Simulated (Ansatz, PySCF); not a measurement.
Pulling on the O3–H4 bond in BeFHO (SMILES [OH][Be][F]) (multiplicity 1 held, fragments rigid). Energies count from the point at 0.954 Å.
Geometry at that point (charge 0, multiplicity 1):
```xyz
4

Be     0.029     0.015    -0.026
F      0.983     0.528    -0.895
O     -0.999    -0.467     0.825
H     -0.973    -1.072     1.561
```

U- levels take the lowest unrestricted solution at each point, which mixes spins at long bonds. Active spaces are followed from a long bond inwards. Curves can end on different states.

Frozen-core correlation. Rows in 3-21G, 6-31G* carry no dispersion term and start afresh at each structure (6-31G* with six Cartesian d functions). MP2/6-31G* freezes PySCF's default core, which is smaller on s-block atoms.

The values were computed with Ansatz (a quantum-chemistry and plane-wave program) with Gaussian orbitals; PySCF for 3-21G rows, 6-31G* rows. 

Other levels give for the energy at R = 3.052 Å: U-PBE/aug-cc-pVTZ 129.16; U-B3LYP/aug-cc-pVTZ 128.76; U-wB97X-V/aug-cc-pVTZ 129.41; FIC-MRCISD+Q on CASSCF(4,3)/aug-cc-pVTZ 129.02 kcal/mol.

Question: What do these common cheap choices give for the same quantity: R-HF/3-21G, R-HF/6-31G*, U-HF/6-31G*, R-B3LYP/6-31G*, R-MP2/6-31G*?

Answer: R-HF/3-21G 223.28; R-HF/6-31G* 220.88; U-HF/6-31G* 88.33; R-B3LYP/6-31G* 167.17; R-MP2/6-31G* 140.95 kcal/mol. They span 88.33 to 223.28 kcal/mol.

Doubts at one or more of the structures used: a restricted determinant that unrestricted orbitals would lower (R-HF/3-21G, R-HF/6-31G*, R-B3LYP/6-31G*, R-MP2/6-31G*); a spin-contaminated determinant (U-HF/6-31G*, U-PBE/aug-cc-pVTZ, U-B3LYP/aug-cc-pVTZ, U-wB97X-V/aug-cc-pVTZ); active orbitals that take no part (FIC-MRCISD+Q on CASSCF(4,3)/aug-cc-pVTZ).
